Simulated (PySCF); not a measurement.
**`COc1cc(F)c[o+]n1`, [C₅H₅FNO₂]+, charge +1**

Geometry:
```csv
atom,x (Å),y (Å),z (Å)
C1,1.893,-1.462,-1.048
O2,1.150,-0.245,-1.157
C3,0.235,0.022,-0.296
C4,-0.505,1.243,-0.415
C5,-1.471,1.482,0.531
F6,-2.208,2.562,0.523
C7,-1.668,0.516,1.547
O8,-0.954,-0.551,1.571
N9,-0.022,-0.834,0.702
H10,2.427,-1.500,-0.098
H11,1.227,-2.323,-1.119
H12,2.593,-1.452,-1.880
H13,-0.294,1.931,-1.222
H14,-2.405,0.612,2.339
```

Total charge +1.

Computed with GIAO BHandHLYP/pcSseg-1 magnetisability, rotational g tensor and spin-rotation constants, non-relativistic, gas phase in PySCF. Geometry: GFN2-xTB.

For an ion the centre-of-mass motion in the field is neglected.

Give the nuclear spin-rotation constants along the inertial axes (H = +C I·J) beside the isotropic shieldings.

Rotational constants 3.9070, 1.1348, 0.8843 GHz. A star marks the isotopologue with that one atom substituted, in its own axes.
```tsv
atom	isotope	Caa (kHz)	Cbb (kHz)	Ccc (kHz)	mean (kHz)	σ (ppm)
F6	19F	4.657	1.589	0.264	2.170	299.5
N9	14N	1.212	0.316	0.071	0.533	-185.7
H10	1H	-0.373	-0.088	-0.016	-0.159	27.1
H11	1H	-0.373	-0.089	-0.015	-0.159	27.1
H12	1H	-0.066	-0.052	-0.104	-0.074	26.6
H13	1H	-0.503	0.113	-0.112	-0.167	23.3
H14	1H	0.150	-0.042	-0.106	0.001	20.9
C1	13C*	0.675	0.241	0.196	0.371	124.1
O2	17O*	-0.878	-0.237	-0.051	-0.389	192.1
C3	13C*	2.091	0.485	0.169	0.915	4.0
C4	13C*	1.548	0.490	0.104	0.714	50.2
C5	13C*	1.816	0.504	0.181	0.834	12.2
C7	13C*	2.163	0.533	0.150	0.949	-5.9
O8	17O*	-2.584	-0.680	-0.048	-1.104	-147.1
```
For the geometry as given, no vibrational averaging.
